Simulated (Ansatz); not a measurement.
Reactions of `CN[SiH](O)O`.

Program: Ansatz. Geometries: PBE0-D4/def2-TZVP. ΔE: electronic, gas phase. CCSD(T)/CBS is the MP2 limit (def2-TZVPP, def2-QZVPP) plus CCSD(T) − MP2 in def2-TZVPP, frozen cores. This one scheme is used for every species. Functionals use def2-TZVPP. Each species was taken in one conformer, which may not be the lowest.

```csv
reaction,B2PLYP (eV),PBE-D4 (eV),PBE0-D4 (eV),ωB97M-V (eV),CCSD(T)/CBS(def2) (eV)
`CN[SiH](O)O` + `O[Si](O)(F)F` → `O[SiH](O)O[Si](O)(F)F` + CH₃NH₂,-0.74,-0.67,-0.70,-0.73,-0.73
`CN[SiH](O)O` → `NC[SiH](O)O`,0.82,0.71,0.75,0.78,0.81
`CN[SiH](O)O` + H₂ → `CN[SiH2]O` + H₂O,1.02,0.96,0.97,1.05,1.02
`CN[SiH](O)O` + `[SiH3]S` → `O[SiH](O)S[SiH3]` + CH₃NH₂,0.03,-0.10,-0.08,0.00,-0.01
`CN[SiH](O)O` + `O[SiH2]S` → `O[SiH2]S[SiH](O)O` + CH₃NH₂,0.00,-0.16,-0.13,-0.05,-0.05
```

Largest T1 diagnostic: 0.012, for `O[SiH2]S[SiH](O)O`.
